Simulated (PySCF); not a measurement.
C10H12O, SMILES CC(C)c1ccc(C=O)cc1, GFN2-xTB optimised geometry.

```
23

C     -1.27    -2.85    -1.29
C     -1.55    -2.06     0.00
C     -1.22    -2.90     1.23
C     -0.77    -0.77     0.00
C     -1.43     0.45     0.00
C     -0.74     1.64     0.00
C      0.66     1.63     0.00
C      1.41     2.89     0.00
O      2.61     2.98     0.00
C      1.33     0.41     0.00
C      0.62    -0.77     0.00
H     -1.88    -3.76    -1.31
H     -0.22    -3.14    -1.35
H     -1.51    -2.25    -2.16
H     -2.61    -1.82     0.02
H     -1.39    -2.33     2.14
H     -0.18    -3.22     1.22
H     -1.84    -3.79     1.26
H     -2.52     0.46     0.00
H     -1.27     2.58     0.00
H      0.77     3.79    -0.01
H      2.41     0.42     0.00
H      1.16    -1.71     0.00
```

Density from B3LYP/def2-SVP (PySCF 2.14.0) at that geometry.

Minimum of the electron density along straight lines between bonded atoms, close to the bond critical point (lines longer than 1.1 times the sum of covalent radii, or with two minima, are not listed):

```json
[
 {"bond": "C1–C2", "length / Å": "1.531", "ρ at the minimum / e bohr⁻³": "0.243", "∇²ρ there / e bohr⁻⁵": "-0.55", "position (fraction from the first atom)": "0.50"},
 {"bond": "C2–C3", "length / Å": "1.530", "ρ at the minimum / e bohr⁻³": "0.243", "∇²ρ there / e bohr⁻⁵": "-0.55", "position (fraction from the first atom)": "0.50"},
 {"bond": "C2–C4", "length / Å": "1.507", "ρ at the minimum / e bohr⁻³": "0.257", "∇²ρ there / e bohr⁻⁵": "-0.61", "position (fraction from the first atom)": "0.49"},
 {"bond": "C4–C5", "length / Å": "1.392", "ρ at the minimum / e bohr⁻³": "0.311", "∇²ρ there / e bohr⁻⁵": "-0.79", "position (fraction from the first atom)": "0.50"},
 {"bond": "C5–C6", "length / Å": "1.380", "ρ at the minimum / e bohr⁻³": "0.317", "∇²ρ there / e bohr⁻⁵": "-0.83", "position (fraction from the first atom)": "0.50"},
 {"bond": "C6–C7", "length / Å": "1.394", "ρ at the minimum / e bohr⁻³": "0.309", "∇²ρ there / e bohr⁻⁵": "-0.79", "position (fraction from the first atom)": "0.50"},
 {"bond": "C7–C8", "length / Å": "1.464", "ρ at the minimum / e bohr⁻³": "0.280", "∇²ρ there / e bohr⁻⁵": "-0.71", "position (fraction from the first atom)": "0.50"},
 {"bond": "C8–O9", "length / Å": "1.206", "ρ at the minimum / e bohr⁻³": "0.412", "∇²ρ there / e bohr⁻⁵": "0.47", "position (fraction from the first atom)": "0.33"},
 {"bond": "C7–C10", "length / Å": "1.396", "ρ at the minimum / e bohr⁻³": "0.308", "∇²ρ there / e bohr⁻⁵": "-0.79", "position (fraction from the first atom)": "0.50"},
 {"bond": "C4–C11", "length / Å": "1.393", "ρ at the minimum / e bohr⁻³": "0.310", "∇²ρ there / e bohr⁻⁵": "-0.79", "position (fraction from the first atom)": "0.50"},
 {"bond": "C10–C11", "length / Å": "1.378", "ρ at the minimum / e bohr⁻³": "0.318", "∇²ρ there / e bohr⁻⁵": "-0.83", "position (fraction from the first atom)": "0.50"},
 {"bond": "C1–H12", "length / Å": "1.088", "ρ at the minimum / e bohr⁻³": "0.277", "∇²ρ there / e bohr⁻⁵": "-1.02", "position (fraction from the first atom)": "0.62"},
 {"bond": "C1–H13", "length / Å": "1.087", "ρ at the minimum / e bohr⁻³": "0.278", "∇²ρ there / e bohr⁻⁵": "-1.02", "position (fraction from the first atom)": "0.62"},
 {"bond": "C1–H14", "length / Å": "1.088", "ρ at the minimum / e bohr⁻³": "0.278", "∇²ρ there / e bohr⁻⁵": "-1.02", "position (fraction from the first atom)": "0.63"},
 {"bond": "C2–H15", "length / Å": "1.096", "ρ at the minimum / e bohr⁻³": "0.278", "∇²ρ there / e bohr⁻⁵": "-1.00", "position (fraction from the first atom)": "0.62"},
 {"bond": "C3–H16", "length / Å": "1.088", "ρ at the minimum / e bohr⁻³": "0.278", "∇²ρ there / e bohr⁻⁵": "-1.02", "position (fraction from the first atom)": "0.63"},
 {"bond": "C3–H17", "length / Å": "1.087", "ρ at the minimum / e bohr⁻³": "0.278", "∇²ρ there / e bohr⁻⁵": "-1.02", "position (fraction from the first atom)": "0.62"},
 {"bond": "C3–H18", "length / Å": "1.088", "ρ at the minimum / e bohr⁻³": "0.277", "∇²ρ there / e bohr⁻⁵": "-1.02", "position (fraction from the first atom)": "0.62"},
 {"bond": "C5–H19", "length / Å": "1.081", "ρ at the minimum / e bohr⁻³": "0.284", "∇²ρ there / e bohr⁻⁵": "-1.07", "position (fraction from the first atom)": "0.63"},
 {"bond": "C6–H20", "length / Å": "1.081", "ρ at the minimum / e bohr⁻³": "0.284", "∇²ρ there / e bohr⁻⁵": "-1.08", "position (fraction from the first atom)": "0.63"},
 {"bond": "C8–H21", "length / Å": "1.110", "ρ at the minimum / e bohr⁻³": "0.275", "∇²ρ there / e bohr⁻⁵": "-1.02", "position (fraction from the first atom)": "0.63"},
 {"bond": "C10–H22", "length / Å": "1.080", "ρ at the minimum / e bohr⁻³": "0.287", "∇²ρ there / e bohr⁻⁵": "-1.12", "position (fraction from the first atom)": "0.64"},
 {"bond": "C11–H23", "length / Å": "1.080", "ρ at the minimum / e bohr⁻³": "0.285", "∇²ρ there / e bohr⁻⁵": "-1.08", "position (fraction from the first atom)": "0.63"}
]
```
